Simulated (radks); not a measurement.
Initial-state core-level shifts of the cobalt ion Co2+ when its valence configuration changes from [Ar] 3d7. All-electron calculation, non-relativistic Kohn-Sham, TPSS, spin-unpolarised, spherical densities, point nucleus; meta-GGA in the generalised Kohn-Sham scheme. Program: a radial shooting solver on a logarithmic mesh with Libxc functionals. Shifts are changes of the shell-averaged eigenvalues in eV (positive: less bound); the change of the density at the nucleus, which sets a Mossbauer isomer shift, is in e/bohr^3, on a base of 1.337e+04.

\begin{tabular}{lrrrrr}
valence & 1s & 2p & 3s & 3p & density at nucleus \\ \hline
3d6.5 4s0.5 & -3.799 & -4.198 & -3.653 & -3.553 & +4.919 \\
3d5.5 4s0.5 4p1 & -13.684 & -14.980 & -12.941 & -12.609 & +7.941 \\
3d6 4s1 & -7.931 & -8.781 & -7.541 & -7.333 & +10.544 \\
3d6.5 4p0.5 & -4.492 & -4.858 & -4.349 & -4.246 & +0.948 \\
3d5 4s2 & -17.043 & -18.929 & -15.838 & -15.396 & +23.824 \\
3d4.5 4s0.5 4p2 & -24.522 & -26.925 & -22.697 & -22.114 & +11.705 \\
3d5 4p2 & -19.626 & -21.429 & -18.403 & -17.942 & +4.933 \\
3d6 4p1 & -9.289 & -10.080 & -8.900 & -8.685 & +2.091 \\
3d4 4p3 & -30.869 & -33.886 & -28.291 & -27.578 & +8.476 \\
\end{tabular}
